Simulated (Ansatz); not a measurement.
A nudged elastic band was laid between two geometries of CH5AlBN (9 atoms, charge 0, multiplicity 1).

All numbers below come from Ansatz 0.2.0, RKS PBE0-D4/def2-SVP.

- movable images: 7
- climbing image: yes
- spring: 5.0 eV/Å²
- optimiser: quadratic models (default)
- start path: IDPP
- force threshold: 0.05 eV/Å
- iteration limit: 59
- end points: relaxed

Initial state:

```xyz
9
Properties=species:S:1:pos:R:3
B -0.949 1.763 -1.321
Al -0.111 0.204 -0.190
C 0.674 -1.485 0.411
N 0.428 -0.382 1.359
H -0.259 2.587 -1.877
H -2.142 1.854 -1.493
H 0.066 -2.397 0.541
H 1.729 -1.742 0.210
H 0.654 -0.449 2.342
```

Final state:

```xyz
9
Properties=species:S:1:pos:R:3
B -0.946 1.763 -1.323
Al -0.114 0.204 -0.190
C 0.667 -1.487 0.413
N 0.434 -0.379 1.358
H -2.142 1.870 -1.476
H -0.253 2.573 -1.896
H 0.054 -2.396 0.552
H 1.719 -1.752 0.206
H 0.671 -0.442 2.339
```

What changes between the two ends?

No bond is made or broken. The dihedral H5–B1–Al2–N4 goes from 92 to -91°. The two ends are copies of one structure, up to a mirror image or an exchange of like atoms.

Give the energies along the band, and the barrier.

The forces met the threshold. The highest image is number 4 of 0 to 8, 0.091 eV above the ends, which have the same energy within 2 meV. A vibrational analysis at the climbing image gives one clearly imaginary mode, 182i cm⁻¹: a first-order saddle point.

| image | path coordinate (Å) | energy (eV) | dihedral H5–B1–Al2–N4 (°) |
| --- | --- | --- | --- |
| 0 | 0.00 | 0.000 | 92 |
| 1 | 0.51 | 0.008 | 71 |
| 2 | 1.02 | 0.037 | 47 |
| 3 | 1.53 | 0.074 | 24 |
| 4 | 2.04 | 0.091 | 0 |
| 5 | 2.54 | 0.074 | -23 |
| 6 | 3.04 | 0.038 | -47 |
| 7 | 3.54 | 0.008 | -69 |
| 8 | 4.04 | 0.000 | -91 |

What is the geometry of the highest image?


```xyz
9
Properties=species:S:1:pos:R:3
B -0.806 1.806 -1.382
Al -0.136 0.151 -0.232
C 0.287 -1.576 0.552
N 0.780 -0.312 1.173
H -0.525 2.938 -1.060
H -1.483 1.675 -2.375
H -0.436 -2.157 1.151
H 1.063 -2.247 0.143
H 1.343 -0.324 2.013
```

What are the harmonic wavenumbers there?

182i, 140, 141, 461, 477, 567, 651, 723, 810, 823, 998, 1040, 1114, 1134, 1179, 1476, 2581, 2682, 3033, 3095, 3635 cm⁻¹.

Time of the run: 2.6 min on 1 CPU thread of a shared host.
